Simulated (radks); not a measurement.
Neutral hydrogen, 1s1. Calculated with a radial shooting solver on a logarithmic mesh with Libxc functionals: non-relativistic Kohn-Sham, exchange-only LDA, spin-polarised, spherical densities, point nucleus. Every spin shell is full or empty, so the densities are truly spherical. Functionals are evaluated on that one density, not self-consistently. Rank these exchange functionals by their error against the exact value of the orbitals, and give that value: LDA, RPBE, PW86, SOGGA, B86b, APBE, TPSS, MS2, Tao-Mo, TASK, MVS.

Answer. Exact: -0.294561 hartree. From best to worst, with 100 (|E| - |E exact|)/|E exact| (equal figures are ties): RPBE +0.06, APBE -0.07, PW86 +0.16, TPSS +0.22, TASK +0.23, MVS +0.25, MS2 +0.31, Tao-Mo +0.31, B86b -0.69, SOGGA -6.21, LDA -14.03.
